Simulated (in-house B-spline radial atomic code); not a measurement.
Radial electron density of Ca V (Ca4+), [Ne] 3s2 3p4. Computed with an all-electron radial atomic-structure program (B-spline basis): scalar-relativistic (X2C) CAM-B3LYP, spin-polarised, spherical fractional occupations, exact exchange averaged over the configuration, Fermi nucleus of rms radius 3.4776 fm.

Columns: r (bohr), 4πr²n(r) (electrons per bohr), bar.

```
 0.00289   0.5895 #
 0.00345   0.8099 #
 0.00412    1.109 ##
 0.00492    1.511 ###
 0.00587    2.044 ####
   0.007    2.745 #####
 0.00836    3.664 #######
 0.00998     4.84 #########
  0.0119    6.308 ###########
  0.0142    8.115 ###############
   0.017    10.31 ###################
  0.0202    12.71 #######################
  0.0242    15.44 ############################
  0.0288     18.1 #################################
  0.0344    20.58 #####################################
  0.0411    22.49 #########################################
  0.0491    23.48 ##########################################
  0.0585    23.32 ##########################################
  0.0699    22.03 ########################################
  0.0834    20.02 ####################################
  0.0995    18.02 #################################
   0.119    16.95 ###############################
   0.142    17.52 ################################
   0.169    19.65 ###################################
   0.202     22.5 #########################################
   0.241    24.37 ############################################
   0.288    23.77 ###########################################
   0.344    20.23 #####################################
    0.41    14.85 ###########################
   0.489    9.632 #################
   0.584    6.397 ############
   0.697    5.643 ##########
   0.832    6.241 ###########
   0.993    6.525 ############
    1.19    5.559 ##########
    1.41    3.805 #######
    1.69    1.944 ####
    2.02   0.7474 #
    2.41   0.2106 
    2.87  0.04177 
    3.43   0.0051 
    4.09 0.0003766
```

On this grid the curve has 3 maxima, near 0.0491, 0.241, 0.993 bohr.

The 3p down radial function P(r) = rR(r), positive near the nucleus:

```json
{"r (bohr)": "0.00345", "P": "0.001207"}
{"r (bohr)": "0.00492", "P": "0.002359"}
{"r (bohr)": "0.007", "P": "0.004582"}
{"r (bohr)": "0.00998", "P": "0.008887"}
{"r (bohr)": "0.0142", "P": "0.01701"}
{"r (bohr)": "0.0202", "P": "0.03206"}
{"r (bohr)": "0.0288", "P": "0.05932"}
{"r (bohr)": "0.0411", "P": "0.1063"}
{"r (bohr)": "0.0585", "P": "0.1807"}
{"r (bohr)": "0.0834", "P": "0.2872"}
{"r (bohr)": "0.119", "P": "0.4128"}
{"r (bohr)": "0.169", "P": "0.5079"}
{"r (bohr)": "0.241", "P": "0.4833"}
{"r (bohr)": "0.344", "P": "0.2349"}
{"r (bohr)": "0.489", "P": "-0.2397"}
{"r (bohr)": "0.697", "P": "-0.762"}
{"r (bohr)": "0.993", "P": "-1.004"}
{"r (bohr)": "1.41", "P": "-0.8065"}
{"r (bohr)": "2.02", "P": "-0.3845"}
{"r (bohr)": "2.87", "P": "-0.09965"}
{"r (bohr)": "4.09", "P": "-0.01042"}
```
